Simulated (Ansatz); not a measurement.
Breaking the Si1–H3 bond in BrH3Si (SMILES [SiH3]Br) (multiplicity 1 held, fragments rigid). Energies count from the point at 1.476 Å.
Geometry at that point (charge 0, multiplicity 1):
```tsv
atom	x (Å)	y (Å)	z (Å)
Si	-1.4770	0.0448	0.0178
Br	0.7572	-0.0230	-0.0091
H	-1.9032	1.4226	-0.2939
H	-1.9369	-0.3488	1.3635
H	-1.9821	-0.8973	-0.9993
```

R- and RO- levels are restricted; in cc, def2 and unpolarised 6-31G sets they are followed outwards from rest. Unrestricted levels (U-) break spin symmetry where that is lower. Active spaces are followed from a long bond inwards. Levels need not reach the same state.

Frozen-core correlation. Filled d and f shells under p-block atoms count as core.

The values were computed with Ansatz (Gaussian basis) for Hartree–Fock, density functionals and correlated methods. 

Energies in eV.

```json
[
 {"R (Å)": "1.180", "R-MP2/def2-SVP": "1.35", "U-MP2/def2-SVP": "1.35", "R-CCSD(T)/def2-SVP": "1.36", "R-CCSDT(Q)/def2-SVP": "1.36", "FIC-MRCISD+Q on CASSCF(2,2)/def2-SVP": "1.35"},
 {"R (Å)": "1.328", "R-MP2/def2-SVP": "0.27", "U-MP2/def2-SVP": "0.27", "R-CCSD(T)/def2-SVP": "0.27", "R-CCSDT(Q)/def2-SVP": "0.28", "FIC-MRCISD+Q on CASSCF(2,2)/def2-SVP": "0.27"},
 {"R (Å)": "1.476", "R-MP2/def2-SVP": "0.00", "U-MP2/def2-SVP": "0.00", "R-CCSD(T)/def2-SVP": "0.00", "R-CCSDT(Q)/def2-SVP": "0.00", "FIC-MRCISD+Q on CASSCF(2,2)/def2-SVP": "0.00"},
 {"R (Å)": "1.623", "R-MP2/def2-SVP": "0.17", "U-MP2/def2-SVP": "0.17", "R-CCSD(T)/def2-SVP": "0.16", "R-CCSDT(Q)/def2-SVP": "0.16", "FIC-MRCISD+Q on CASSCF(2,2)/def2-SVP": "0.16"},
 {"R (Å)": "1.771", "R-MP2/def2-SVP": "0.57", "U-MP2/def2-SVP": "0.57", "R-CCSD(T)/def2-SVP": "0.54", "R-CCSDT(Q)/def2-SVP": "0.53", "FIC-MRCISD+Q on CASSCF(2,2)/def2-SVP": "0.54"},
 {"R (Å)": "1.992", "R-MP2/def2-SVP": "1.34", "U-MP2/def2-SVP": "1.34", "R-CCSD(T)/def2-SVP": "1.25", "R-CCSDT(Q)/def2-SVP": "1.24", "FIC-MRCISD+Q on CASSCF(2,2)/def2-SVP": "1.25"},
 {"R (Å)": "2.213", "R-MP2/def2-SVP": "2.15", "U-MP2/def2-SVP": "2.31", "R-CCSD(T)/def2-SVP": "1.96", "R-CCSDT(Q)/def2-SVP": "1.95", "FIC-MRCISD+Q on CASSCF(2,2)/def2-SVP": "1.96"},
 {"R (Å)": "2.582", "R-MP2/def2-SVP": "3.32", "U-MP2/def2-SVP": "3.36", "R-CCSD(T)/def2-SVP": "2.91", "R-CCSDT(Q)/def2-SVP": "2.89", "FIC-MRCISD+Q on CASSCF(2,2)/def2-SVP": "2.90"},
 {"R (Å)": "2.951", "R-MP2/def2-SVP": "4.22", "U-MP2/def2-SVP": "3.69", "R-CCSD(T)/def2-SVP": "3.48", "R-CCSDT(Q)/def2-SVP": "3.46", "FIC-MRCISD+Q on CASSCF(2,2)/def2-SVP": "3.47"},
 {"R (Å)": "3.394", "R-MP2/def2-SVP": "4.93", "U-MP2/def2-SVP": "3.81", "R-CCSD(T)/def2-SVP": "3.74", "R-CCSDT(Q)/def2-SVP": "3.79", "FIC-MRCISD+Q on CASSCF(2,2)/def2-SVP": "3.80"},
 {"R (Å)": "3.984", "R-MP2/def2-SVP": "5.36", "U-MP2/def2-SVP": "3.85", "R-CCSD(T)/def2-SVP": "3.74", "R-CCSDT(Q)/def2-SVP": "3.92", "FIC-MRCISD+Q on CASSCF(2,2)/def2-SVP": "3.94"},
 {"R (Å)": "4.722", "R-MP2/def2-SVP": "5.24", "U-MP2/def2-SVP": "3.86", "R-CCSD(T)/def2-SVP": "3.62", "R-CCSDT(Q)/def2-SVP": "3.95", "FIC-MRCISD+Q on CASSCF(2,2)/def2-SVP": "3.97"}
]
```

Doubts at one or more of the structures used: a restricted determinant that unrestricted orbitals would lower (R-MP2/def2-SVP, R-CCSD(T)/def2-SVP, R-CCSDT(Q)/def2-SVP); a spin-contaminated determinant (U-MP2/def2-SVP); other coupled-cluster roots lie near (R-CCSD(T)/def2-SVP, R-CCSDT(Q)/def2-SVP); T1 above 0.05 (R-CCSD(T)/def2-SVP, R-CCSDT(Q)/def2-SVP).

Ansatz is an electronic-structure program.
